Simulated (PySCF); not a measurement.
Job file and geometry (Å, from GFN2-xTB) of an NMR shielding run on `[SiH3]C[C@@H]1CCSSC1`, C$_{5}$H$_{12}$S$_{2}$Si, PySCF 2.14.0, density-fitted response routines, GIAO PBE0/pcSseg-1 NMR shielding, non-relativistic, gas phase; density fitting, a coarse starting grid and PySCF grid level 2 are the driver's defaults:

```
$ OMP_NUM_THREADS=1 python probes_run.py task.json out

{"job": {"kind": "nmr", "xc": "PBE0", "basis": "pcSseg-1"}, "charge": 0, "multiplicity": 1}
Si     2.697199    -0.386221    -0.150502
C      1.283282     0.875444     0.069392
C     -0.080695     0.275340     0.417864
C     -0.585405    -0.620355    -0.718755
C     -1.863402    -1.379077    -0.389345
S     -3.282649    -0.237873    -0.221434
S     -2.628007     0.770475     1.421699
C     -1.062159     1.405790     0.723846
H      2.545377    -1.454722     0.838789
H      3.963617     0.315386     0.052755
H      2.676131    -0.961553    -1.497660
H      1.563711     1.569718     0.865036
H      1.181145     1.477096    -0.836568
H      0.022088    -0.334285     1.323909
H      0.190289    -1.353362    -0.953829
H     -0.752980    -0.010759    -1.611117
H     -2.133973    -2.055796    -1.198123
H     -1.772455    -1.939463     0.541255
H     -1.301893     1.983781    -0.169512
H     -0.664368     2.071113     1.489263
```

Question: Write the output of this run.

Answer: 
```
coarse grid: 17744 points
cycle   1  E = -1282.8362723994  dE =  7.970e-01  |g| = 3.400e-01  |ddm| = 4.144e+00
cycle   2  E = -1282.8340137364  dE =  2.259e-03  |g| = 3.595e-01  |ddm| = 6.770e-01
cycle   3  E = -1282.8671238315  dE = -3.311e-02  |g| = 5.949e-02  |ddm| = 3.954e-01
cycle   4  E = -1282.8680451599  dE = -9.213e-04  |g| = 2.060e-02  |ddm| = 1.238e-01
cycle   5  E = -1282.8681483587  dE = -1.032e-04  |g| = 6.743e-03  |ddm| = 3.385e-02
cycle   6  E = -1282.8681589977  dE = -1.064e-05  |g| = 1.455e-03  |ddm| = 6.786e-03
cycle   7  E = -1282.8681594617  dE = -4.639e-07  |g| = 4.062e-04  |ddm| = 1.642e-03
final grid: 155928 points
cycle   8  E = -1282.9211043241  dE = -5.101e-05  |g| = 9.999e-03  |ddm| = 4.115e-02
cycle   9  E = -1282.9210788883  dE =  2.544e-05  |g| = 1.386e-02  |ddm| = 2.415e-02
cycle  10  E = -1282.9211294596  dE = -5.057e-05  |g| = 9.423e-04  |ddm| = 1.613e-02
cycle  11  E = -1282.9211296962  dE = -2.366e-07  |g| = 2.202e-04  |ddm| = 1.667e-03
cycle  12  E = -1282.9211297067  dE = -1.043e-08  |g| = 8.380e-05  |ddm| = 2.681e-04
cycle  13  E = -1282.9211297084  dE = -1.770e-09  |g| = 1.358e-05  |ddm| = 1.010e-04
cycle  14  E = -1282.9211297085  dE = -4.525e-11  |g| = 4.248e-06  |ddm| = 1.752e-05
converged SCF energy = -1282.9211297085

GIAO shielding tensors (ppm)
atom      isotropic    diamagn.    paramagn.     s11        s22        s33       span
  0 Si     421.797     879.350    -457.554    387.659    412.865    464.867     77.208
  1 C      167.706     250.917     -83.211    145.645    161.917    195.556     49.911
  2 C      144.215     247.455    -103.240    120.555    148.734    163.357     42.802
  3 C      147.435     248.646    -101.211    133.789    152.436    156.079     22.291
  4 C      143.305     246.504    -103.199    126.430    145.609    157.876     31.446
  5 S      447.909    1054.120    -606.211    303.177    435.993    604.557    301.380
  6 S      439.512    1054.053    -614.541    301.991    402.516    614.028    312.037
  7 C      136.141     247.429    -111.288    120.589    136.284    151.550     30.961
  8 H       28.011      29.239      -1.228     24.345     26.960     32.728      8.383
  9 H       27.879      28.283      -0.404     24.246     25.372     34.018      9.773
 10 H       27.742      29.055      -1.312     23.866     26.592     32.769      8.902
 11 H       30.999      31.722      -0.723     25.237     30.372     37.387     12.150
 12 H       31.155      31.880      -0.725     26.796     30.565     36.105      9.309
 13 H       30.274      33.265      -2.991     25.886     31.760     33.176      7.291
 14 H       29.686      33.073      -3.387     23.137     30.236     35.685     12.549
 15 H       30.523      32.050      -1.527     26.888     30.315     34.367      7.479
 16 H       29.032      28.516       0.516     23.198     27.263     36.635     13.437
 17 H       28.970      28.880       0.091     24.137     28.360     34.414     10.277
 18 H       29.318      29.843      -0.526     24.620     29.698     33.635      9.016
 19 H       29.266      30.452      -1.186     23.563     29.229     35.006     11.443
```

Question: Turn these shieldings into chemical shifts. Chemical shifts δ = σref − σ; ²⁹Si (σref 349.16) and ¹³C (σref 186.93) and ¹H (σref 31.72) against TMS; CS2 for ³³S (σref 503.73), all at this level.

Answer: Averaging equivalent atoms: Si 0: -72.6; C 7: 50.8; C 4: 43.6; C 2: 42.7; C 3: 39.5; C 1: 19.2; S 6: 64; S 5: 56; H 8/9/10: 3.84; H 17: 2.75; H 16: 2.68; H 19: 2.45; H 18: 2.40; H 14: 2.03; H 13: 1.44; H 15: 1.19; H 11: 0.72; H 12: 0.56 ppm. 

Size and cost of the density-fitted run: 217 basis functions, 86 s wall time on 1 thread of an Arm Neoverse N1, shared host; peak memory 0.89 GiB.
